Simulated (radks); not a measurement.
Values are calculated unless marked as measured or tabulated.
Species: the dysprosium ion Dy40+. Configuration: [Ar] 3d8 (the NIST ground configuration).

Level of theory: scalar-relativistic Kohn-Sham, SCAN, spin-polarised, spherical densities, finite nucleus; open shells are filled with parallel spins first (spin-orbit coupling, left out, can overturn this in heavy ions); meta-GGA in the generalised Kohn-Sham scheme; Fermi nuclear charge, rms radius 5.2218 fm (a radial shooting solver on a logarithmic mesh with Libxc functionals).

Energy parts (eV):
total: -300854.05
kinetic: 326566.17
electron-nucleus: -679892.38
Hartree: 57771.84
exchange-correlation: -5299.68

Orbitals (lengths in bohr, moments of r in powers of bohr; <r^-3> diverges for s and p1/2; r(90%) holds 90 % of the orbital's charge):
| orbital | occ. | eigenvalue (eV) | <r^4> | <r^2> | <r^-3> | r(90%) |
|---|---|---|---|---|---|---|
| 1s up | 1 | -55682.98 | 9.920e-07 | 0.0006094 | - | 0.0382 |
| 1s down | 1 | -55682.65 | 9.919e-07 | 0.0006094 | - | 0.0382 |
| 2s up | 1 | -10882.50 | 0.0001532 | 0.009446 | - | 0.138 |
| 2s down | 1 | -10874.63 | 0.0001529 | 0.009438 | - | 0.138 |
| 2p up | 3 | -9874.540 | 0.0001151 | 0.007641 | 12890 | 0.129 |
| 2p down | 3 | -9867.898 | 0.0001148 | 0.007633 | 12910 | 0.129 |
| 3s up | 1 | -3767.545 | 0.005121 | 0.05881 | - | 0.331 |
| 3s down | 1 | -3756.435 | 0.005149 | 0.05897 | - | 0.332 |
| 3p up | 3 | -3454.627 | 0.005195 | 0.05816 | 2968 | 0.334 |
| 3p down | 3 | -3443.395 | 0.005228 | 0.05834 | 2955 | 0.334 |
| 3d up | 5 | -3077.296 | 0.003798 | 0.04722 | 403.1 | 0.310 |
| 3d down | 3 | -3064.055 | 0.003831 | 0.04740 | 402.2 | 0.311 |

The highest occupied level is 3d down at -3064.1 eV. Spin moment in Bohr magnetons: 2. For comparison, the ionisation energy in NIST's Atomic Spectra Database is 3098 eV (theoretical). In exact Kohn-Sham theory the highest level is minus the ionisation energy, but local and semilocal functionals leave it too shallow, through self-interaction and a potential that decays too fast; potentials with the right tail come closer. The electron density at the nucleus is 7.742e+05 e/bohr^3 (large components only). The density falls to 0.001 e/bohr^3 at r = 0.73 bohr. The spin density at the nucleus is -7.60 e/bohr^3 (1s -4.78, 2s -44.09, 3s 41.28). Summed over all electrons, <r^2> = 0.9115 bohr^2, which gives a Langevin (diamagnetic) susceptibility term of -0.722 x 10^-6 cm^3/mol.

Empty levels of this run are not shown, since the potential may be unsettled where no density lies.
